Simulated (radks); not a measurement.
The numbers below are computed, except where a source is named.
The ytterbium ion Yb2+ inside a hard spherical wall (all orbitals vanish at R), configuration held at [Xe] 4f14 and not refilled when levels cross. Level of theory: scalar-relativistic Kohn-Sham, LDA (Slater exchange, VWN5 correlation), spin-unpolarised, spherical densities, finite nucleus; Fermi nuclear charge, rms radius 5.3108 fm (a radial shooting solver on a logarithmic mesh with Libxc functionals). Eigenvalues in eV, with the zero of energy where the potential of the charges vanishes at infinity; a dash marks a level that is unbound or too diffuse for the functional's potential to be trusted. A positive occupied level is held by the wall or, in an anion where self-interaction has pushed it up, behind a barrier. The pressure on the wall is -dE/dV.

R (bohr)	E (hartree)	kinetic (hartree)	e(4d)	e(5s)	e(5p)	e(4f)	e(6s, empty)	e(5d, empty)	pressure (GPa)
free	-14048.8417	15302.077	-192.48	-70.000	-42.429	-17.969	-15.255	-13.570	0
15	-14048.8417	15302.077	-192.48	-70.000	-42.429	-17.969	-15.255	-13.570	< 0.0001
10	-14048.8417	15302.077	-192.48	-70.000	-42.429	-17.969	-15.254	-13.570	< 0.0001
7	-14048.8417	15302.077	-192.47	-69.996	-42.425	-17.964	-15.156	-13.538	0.00404
6	-14048.8414	15302.080	-192.45	-69.979	-42.410	-17.942	-14.835	-13.433	0.0436
5	-14048.8389	15302.103	-192.32	-69.884	-42.325	-17.819	-13.595	-13.010	0.582
3.5	-14048.7373	15302.904	-190.18	-68.309	-40.733	-15.788	-2.139	-8.817	51.4
3	-14048.4540	15304.790	-186.74	-65.730	-37.858	-12.506	12.306	-3.295	269
1.5	-14019.2793	15422.612	-99.337	37.366	86.031	76.751	394.18	160.33	103000
